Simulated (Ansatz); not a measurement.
`N#CB(Cl)Cl` + H₂ → `N#CBCl` + HCl  (hydrogenolysis of a B–Cl bond)

Isolated molecules relaxed with PBE0-D4/def2-TZVP in Ansatz; ΔE leaves out vibrations. CCSD(T)/CBS adds triple-zeta CCSD(T) − MP2 to the extrapolated MP2 energy (def2 sets, frozen cores). This one scheme is used for every species. Functionals use def2-TZVPP. B3LYP here is the variant with VWN-RPA as its local correlation; programs differ in this.

`N#CB(Cl)Cl`:

```xyz
5

N    -1.158    1.706    0.692
C    -0.545    0.803    0.325
B     0.270   -0.398   -0.162
Cl   -0.526   -1.913   -0.391
Cl    1.959   -0.197   -0.464
```

H₂:

```xyz
2

H    -0.160    0.035    0.335
H     0.160   -0.035   -0.335
```

`N#CBCl`:

Cartesian coordinates in Å:
```
N 1.598 -0.743 1.199
C 0.744 -0.364 0.524
B -0.377 0.116 -0.398
Cl -1.463 1.331 0.160
H -0.502 -0.340 -1.486
```

HCl:

Cartesian coordinates in Å:
```
Cl -0.023 -0.137 -0.624
H 0.023 0.137 0.624
```

| level | ΔE (kcal/mol) |
| --- | --- |
| PBE-D4 | 16.3 |
| r2SCAN | 15.9 |
| B3LYP | 12.4 |
| MP2/CBS(def2) | 16.4 |

(1) What does CCSD(T)/CBS give? (An estimate is asked.)

(2) What do rigid-rotor, harmonic-oscillator terms from PBE0-D4/def2-TZVP frequencies (298.15 K, 1 bar) make of the CCSD(T)/CBS value? (An estimate is asked.)

Largest T1 diagnostic among the species: 0.014.

Results:

(1) The calculation gave: +13.8 kcal/mol. The listed levels differ from it by 2.5, 2.1, -1.4, 2.6 kcal/mol.

(2) The calculation gave: ΔZPE = +2.4 kcal/mol, ΔH = +15.6 kcal/mol, ΔS = 31 J/(mol·K), ΔG = +13.4 kcal/mol.

The D4 term adds +1.9 kcal/mol with B3LYP and +1.0 kcal/mol with PBE0; it sums over pairs of atoms, weighted by their polarisabilities, and B3LYP, whose exchange is more repulsive, gets the larger term. From PBE to PBE0 (25 % exact exchange), in def2-TZVPP and without D4, ΔE moves by −1.3 kcal/mol.
